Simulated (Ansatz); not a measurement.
H4FGeN, singlet, at a GFN2-xTB geometry, with bond 4-1 at 2.4 times its length; SC-NEVPT2/STO-3G, CASSCF(4,3) run with Ansatz (a program for electronic structure).

Input for Ansatz:
Ansatz 0.2 input:
```yaml
crystal:
  periodic: [false, false, false]
  atoms:
    - {symbol: Ge, position_ang: [-0.16999883, 0.26950503, 0.17783452]}
    - {symbol: N, position_ang: [1.57117145, -0.07690653, -0.09898331]}
    - {symbol: F, position_ang: [-0.92787990, -1.01905893, -0.70447340]}
    - {symbol: H, position_ang: [-1.11218411, 3.28838441, -1.51788932]}
    - {symbol: H, position_ang: [-0.76136107, 0.09561165, 1.55452230]}
    - {symbol: H, position_ang: [1.85284718, -1.04483087, -0.02617447]}
    - {symbol: H, position_ang: [2.26377135, 0.50756269, 0.34280833]}
basis:
  gaussian:
    orbitals: STO-3G
magnetization: {spin_polarized: false}
correlation: {method: sc_nevpt2, electrons: all, active_space: {window: {electrons: 4, orbitals: 3}}}
```

Write the output that Ansatz gives for this input, abridged.


```
Functional definition: HF
372 factors; integrals over basis functions are off by at most 3.5e-5 eV
mean field evaluation 1: about -60008.9536 eV, gradient 2.2e1 eV
mean field evaluation 2: about -60009.0010 eV, gradient 2.2e1 eV
mean field evaluation 4: about -60013.0041 eV, gradient 1.2e1 eV
mean field evaluation 8: about -60015.5263 eV, gradient 1.1e0 eV
mean field evaluation 16: about -60013.9000 eV, gradient 5.2e-1 eV
mean field -60015.53416323 eV, -2205.5302005085 hartree, gradient 9.7e-7 eV, S^2 0.000000; 1 other end points of the search recorded, 0 dependent functions left out; unrestricted orbitals would lower it
reference -60015.53416323 eV, -2205.5302005085 hartree; 26, 26 occupied and 6, 6 virtual orbitals, 372 factors
state -60020.53207944 eV, -2205.7138705417 hartree
state -60020.53207944 eV, -2205.7138705417 hartree; corrected -60023.00367985 eV, -2205.8047001813 hartree
WARN: 1 active orbitals are nearly empty or full. The corrections depend on them more than the energy does, and are more stable in an active space without them
Total energy: -60023.00367985 eV, -2205.8047001813 hartree
```
